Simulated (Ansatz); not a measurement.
`N[SiH2]CO` and `N[SiH2]C[SeH]` differ in one atom or group.

Ansatz, PBE0-D4/def2-TZVP geometries, multiplicity 1. Each molecule was computed in one conformer, which needn't be the lowest.

Scalar relativity is left out up to krypton.

| property | `N[SiH2]CO` |
| --- | --- |
| LUMO energy (ωB97M-V/def2-TZVPP) / eV | 1.75 |
| LUMO energy (PBE/def2-TZVPP) / eV | -0.59 |
| HOMO energy (PBE0/def2-TZVPP) / eV | -7.31 |
| HOMO–LUMO gap (PBE/def2-TZVPP) / eV | 5.20 |
| LUMO energy (B3LYP/def2-TZVPP) / eV | -0.05 |
| size of the dipole moment (B3LYP/def2-TZVPP) / D | 2.61 |

**Question.** What does the change do to each property? (Best estimate.)

**Answer.** Ansatz gave: 
| property | `N[SiH2]C[SeH]` | shift |
| --- | --- | --- |
| LUMO energy (ωB97M-V/def2-TZVPP) / eV | 1.71 | -0.04 |
| LUMO energy (PBE/def2-TZVPP) / eV | -0.97 | -0.38 |
| HOMO energy (PBE0/def2-TZVPP) / eV | -6.55 | 0.76 |
| HOMO–LUMO gap (PBE/def2-TZVPP) / eV | 4.42 | -0.78 |
| LUMO energy (B3LYP/def2-TZVPP) / eV | -0.32 | -0.27 |
| size of the dipole moment (B3LYP/def2-TZVPP) / D | 0.91 | -1.70 |

With PBE0 the HOMO rises by 0.76 eV and the LUMO falls by 0.33 eV, so the gap narrows by about 1.09 eV. PBE moves the HOMO by 0.40 eV and ωB97M-V by 0.93 eV. Dipoles are sizes alone; their direction can turn.

B3LYP here is the variant with VWN-RPA as its local correlation; programs differ in this.

Spin–orbit coupling is left out; it splits and shifts lone-pair levels of the heavy atoms by tenths of an eV.
